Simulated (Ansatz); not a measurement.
(H3Sn)2CH2 (CH8Sn2): single points at one geometry.

```yaml
crystal:
  periodic: [false, false, false]
  atoms:
    - {symbol: Sn, position_ang: [1.276289, 0.927225, 0.932547]}
    - {symbol: H, position_ang: [1.762925, 2.572700, 0.987516]}
    - {symbol: H, position_ang: [0.616027, 0.483530, 2.453359]}
    - {symbol: H, position_ang: [2.639485, -0.059292, 0.601151]}
    - {symbol: C, position_ang: [-0.201715, 0.634382, -0.607643]}
    - {symbol: Sn, position_ang: [-1.159140, -1.295868, -0.578805]}
    - {symbol: H, position_ang: [0.029075, -2.523538, -0.413892]}
    - {symbol: H, position_ang: [-2.033203, -1.549612, -2.034659]}
    - {symbol: H, position_ang: [-2.236271, -1.372907, 0.753813]}
    - {symbol: H, position_ang: [0.283984, 0.773857, -1.586025]}
    - {symbol: H, position_ang: [-0.977464, 1.409523, -0.507351]}
basis:
  gaussian: {orbitals: def2-TZVP, initial_orbitals: start.molden}
hamiltonian: {xc: {name: revPBE}, dispersion: d4}
scf: {omitted_lower_state_checks: [starts]}
output: {orbitals: {seedname: orbitals}}
```

The file start.molden holds the orbitals of an earlier run on this structure, at another level or in another basis.

```sh
$ ansatz run in.yaml --threads 4 --pin off --events-out ev --progress --plain --max-ram 3916MiB
```

It prints (some lines left out):

```
Functional definition: revPBE
1308 factors; their error is unknown
mean field evaluation 1: about -12831.4927 eV, gradient 8.0e0 eV
mean field evaluation 2: about -12831.5844 eV, gradient 9.7e-2 eV
mean field evaluation 4: about -12831.5669 eV, gradient 1.3e-4 eV
mean field -12831.56694434 eV, -471.5513876562 hartree, gradient 1.3e-5 eV, S^2 0.000000; 0 other end points of the search recorded, 0 dependent functions left out
reference -12831.56702889 eV, -471.5513907632 hartree; 29, 29 occupied and 150, 150 virtual orbitals, 1308 factors
Total energy: -12832.17266812 eV, -471.5736475945 hartree
Checks for a lower state left out: starts
```

Hardware: 4 threads of Intel Xeon on a shared host. Wall time 2.2 s.

The first input with `gaussian: {orbitals: def2-SVP, initial_orbitals: start.molden}`, `hamiltonian: {xc: pbe, dispersion: d4}` (abridged; 1.1 s):

```
Functional definition: PBE
mean field -12825.39162762 eV, -471.3244489524 hartree, gradient 3.1e-5 eV, S^2 0.000000
Total energy: -12825.63129869 eV, -471.3332567017 hartree
Checks for a lower state left out: starts
```

The first input with `hamiltonian: {xc: {name: PBE-QIDH}}` and without the key `output` (abridged; 5 s):

```
Functional definition: PBE-QIDH
mean field -12808.79647449 eV, -470.7145883236 hartree, gradient 1.1e-6 eV, S^2 0.000000
9 core orbitals not correlated: weight in the atoms' cores, before any rotation towards them, 1.000 or more for the frozen orbitals, at most 0.000 for the correlated occupied ones
second order -25.44355622 eV of doubles, -0.00000000 eV of singles
Total energy: -12817.27767921 eV, -471.0262668481 hartree
Checks for a lower state left out: starts
```

First input, but with `hamiltonian: {xc: pbe}`, `correlation: {method: rpa}` and without the key `output` (abridged; 6 s):

```
Functional definition: PBE
mean field -12827.25285291 eV, -471.3928477202 hartree, gradient 3.0e-6 eV, S^2 0.000000
9 core orbitals not correlated: weight in the atoms' cores, before any rotation towards them, 1.000 or more for the frozen orbitals, at most 0.000 for the correlated occupied ones
Total energy: -12800.81931346 eV, -470.4214330629 hartree
Checks for a lower state left out: starts
```

As the first input, with `hamiltonian: {xc: {name: wB97M-V}}` (abridged; 7 s):

```
Functional definition: wB97M-V
mean field -12825.59638141 eV, -471.3319735155 hartree, gradient 1.5e-5 eV, S^2 0.000000
Total energy: -12825.59645966 eV, -471.3319763909 hartree
Checks for a lower state left out: starts
```

The first input with `hamiltonian: {xc: {name: B3LYP}, dispersion: d4}` (abridged; 3 s):

```
Functional definition: B3LYP
mean field -12833.78581403 eV, -471.6329296130 hartree, gradient 2.4e-5 eV, S^2 0.000000
Total energy: -12834.17552542 eV, -471.6472512427 hartree
Checks for a lower state left out: starts
```

As the first input, with `gaussian: {orbitals: def2-SVP, initial_orbitals: start.molden}`, `hamiltonian: {xc: pbe0, dispersion: d4}` (abridged; 2.1 s):

```
Functional definition: PBE0
mean field -12826.51734515 eV, -471.3658183087 hartree, gradient 1.4e-5 eV, S^2 0.000000
Total energy: -12826.72273045 eV, -471.3733660792 hartree
Checks for a lower state left out: starts
```

Geometry: PBE0-D4/def2-SVP.

In the def2 sets Sn takes a core potential; there is no spin–orbit coupling. B3LYP takes the VWN-RPA correlation. Correlated methods freeze 9 core orbitals; core or outer-core shells of Sn are correlated, in sets that lack core-valence functions.
